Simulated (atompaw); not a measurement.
**Plane-wave convergence, PAW (atompaw) potential for selenium**

atompaw 4.2.0.5 input, output lines left out:

```
Se 34
GGA-PBE scalarrelativistic loggrid 1500 logderivrange -3 5 201
4 4 3 0 0 0
4 1 4
0 0 0
c
c
c
v
c
c
v
c
2
1.80 1.45 1.50 1.40
y
3.15
n
y
1.95
n
y
0.25
y
1.1
n
custom rrkj gramschmidtortho besselshape
3 0.5 ultrasoft
1.80
1.65
1.80
1.80
1.60
1.60
```

The pseudo-atom Hamiltonian at the reference potential is diagonalised in spherical Bessel functions j_l(qr) that vanish at 20 bohr, with q² up to the cutoff. All-electron valence levels (Ry): 4s -1.2706, 4p -0.4786.

Problem. How do the lowest levels (Ry) of each channel move with the cutoff, and are there ghosts?

Solution.

```tsv
cutoff (Ry)	s #1	p #1	d #1	f #1	f #2	Σ f·Δε (mRy)
8	-1.2704	-0.4681	0.0661	0.1155	0.2446	42.8
10	-1.2704	-0.4744	0.0661	0.1155	0.2446	17.5
12	-1.2704	-0.4768	0.0661	0.1155	0.2446	7.8
15	-1.2704	-0.4780	0.0661	0.1155	0.2446	3.1
18	-1.2705	-0.4783	0.0661	0.1155	0.2446	1.8
21	-1.2706	-0.4784	0.0661	0.1155	0.2446	1.1
25	-1.2706	-0.4786	-0.3524	0.1155	0.2446	0.4
30	-1.2706	-0.4786	-1.7470	0.1155	0.2446	0.2
35	-1.2706	-0.4786	-2.3593	0.1155	0.2446	0.2
400	-1.2707	-0.4786	-2.7772	0.1155	0.2446	0.0
```

Result: ghost state, extra bound levels that the all-electron valence spectrum of the same l lacks: d at -37.8 eV (a true bound ghost makes a file unfit for plane-wave use); 10 mRy is reached at 12 Ry and 1 mRy at 25 Ry.
